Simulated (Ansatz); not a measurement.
`O[SiH2][SiH2]Br` + H₂ → `O[SiH2][SiH3]` + HBr at 298.15 K and 1 bar (hydrogenolysis of the Si–Br bond).

Computed with Ansatz on PBE0-D4/def2-TZVP structures; ΔE is electronic, products minus reactants. CCSD(T)/CBS adds triple-zeta CCSD(T) − MP2 to the extrapolated MP2 energy (def2 sets, frozen cores). This one scheme is used for every species. For Br outer-core shells are correlated without core-valence functions, which leaves a few kJ/mol of doubt a bond. Scalar relativity is left out up to krypton. Each species was taken in one conformer, which may not be the lowest.

| species | CCSD(T)/CBS energy (Eh) | H − E (kJ/mol) | S (J/(mol·K)) |
| --- | --- | --- | --- |
| `O[SiH2][SiH2]Br` | -3229.74135 | 151.9 | 362.6 |
| H₂ | -1.17544 | 35.1 | 130.4 |
| `O[SiH2][SiH3]` | -656.96789 | 164.6 | 321.1 |
| HBr | -2573.91920 | 24.6 | 198.6 |

H − E and S are ideal-gas, rigid-rotor, harmonic terms from PBE0-D4/def2-TZVP, for one conformer and one mirror image of each species. The MP2-based limit puts H₂ 0.8 mEh under its directly extrapolated value; such offsets cancel only in part. 1 Eh = 2625.50 kJ/mol, R = 8.31446 J/(mol·K).

Problem. By hand: ΔE, ΔH, ΔS and ΔG.

Solution. ΔE = (-656.96789) + (-2573.91920) − (-3229.74135) − (-1.17544) = 0.02970 Eh = 78.0 kJ/mol. Δ(H − E) = 164.6 + 24.6 − 151.9 − 35.1 = 2.2, so ΔH = 80.2 kJ/mol. ΔS = 321.1 + 198.6 − 362.6 − 130.4 = 26.7 J/(mol·K). ΔG = 80.2 − 298.15 × (26.7)/1000 = 72.2 kJ/mol.

Problem. By hand: the equilibrium constant, and the temperature at which ΔG would vanish if ΔH and ΔS stayed fixed.

Solution. log₁₀ K = −ΔG/(RT ln 10) = -12.6. ΔG = 0 at ΔH/ΔS = 3004 K, far beyond where these terms or the molecules hold.

ΔH outweighs TΔS. A doubt of 5 kJ/mol in ΔE shifts log₁₀ K by 0.9 here. Other conformers and mirror images would add mixing entropy, several J/(mol·K) or more a flexible species. Modes under 60 cm⁻¹, often nearly free rotors, make the harmonic entropy too high. These are equilibria of isolated gas molecules and say nothing of rates. Largest T1 diagnostic: 0.012 (customary marks: 0.02 for closed shells, 0.045 for open ones).
